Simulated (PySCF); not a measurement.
# Static response to an electric field

C₅H₆O₂SSi.
Structure used (GFN2-xTB), in Å, numbered top down from 1:
```xyz
15
C5H6O2SSi angstrom
O     -3.3542   -1.2501   -0.3656
C     -2.2180   -0.8568   -0.2521
C     -0.9905   -1.5704   -0.5576
C      0.1009   -0.7982   -0.3031
S      1.7627   -1.1328   -0.4816
Si     2.7061    0.7587    0.1949
C     -0.3201    0.5170    0.2027
O      0.4478    1.4034    0.5113
C     -1.8161    0.5337    0.2572
H     -0.9776   -2.5760   -0.9351
H      2.4545    1.7882   -0.7977
H      4.0766    0.2777   -0.0281
H      2.5353    0.8834    1.6312
H     -2.2331    1.3234   -0.3709
H     -2.1786    0.7069    1.2724
```

Level: PBE0/def2-SVPD (PySCF), static field, nuclei fixed, core orbitals frozen in the response. The polarisability tensor in these axes (au):

```
x   172.43  19.92   4.29
y    19.92 104.51  11.38
z     4.29  11.38  76.59
```

Q: What are the eigenvalues, a third of the trace, and Δα (Δα² = ½Σ(αi − αj)² over the three pairs)?

A: Principal values 72.47, 102.72 and 178.34 au; mean 117.84 au = 17.46 Å³ = 19.43 × 10⁻⁴⁰ C²·m²/J; Δα = 94.45 au (80 % of the mean).

Q: What is the dipole moment, and where does it point?

A: (1.15, 0.97, 0.33) D, 1.54 D in size, pointing from the negative to the positive side. Measured along this direction, the outermost atoms are O1 at the negative end and H12 at the positive end.

Q: What depolarisation ratio follows for Rayleigh scattering of linearly polarised light, taking the static tensor?

A: ρ = 3Δα²/(45ᾱ² + 4Δα²) = 26764.8/(624919 + 35686.3) = 0.0405.

Q: What molar refraction does this α imply?

A: Lorentz–Lorenz: R = (4π/3)N_A α = 2.5225 cm³/(mol·Å³) × 17.46 Å³ = 44.1 cm³/mol, in the limit of long wavelengths.

Q: Refractivity n − 1 of an ideal gas of it at 273.15 K and 1 atm, from the electronic α?

A: N = p/kT = 2.6868 × 10¹⁹ cm⁻³, so n − 1 = 2π × N × 17.46 × 10⁻²⁴ cm³ = 2948 × 10⁻⁶ at long wavelengths, for an ideal gas.

Q: Directions of the eigenvectors, and the extent of the frame along each?

A: Largest value along (0.96, 0.27, 0.07), where the nuclei span 7.57 Å; middle along (-0.28, 0.90, 0.34), 4.04 Å; least along (0.03, -0.35, 0.94), 2.59 Å. The response follows the extents in order.

Geometry: GFN2-xTB, one conformer, isolated molecule.

The run behind these numbers computed excited states as well. The run took 52 s wall on an Arm Neoverse V2 with one thread, no GPU, shared host with 96 logical CPUs at a one-minute load of 69, and the process peaked at 0.99 GiB of memory.
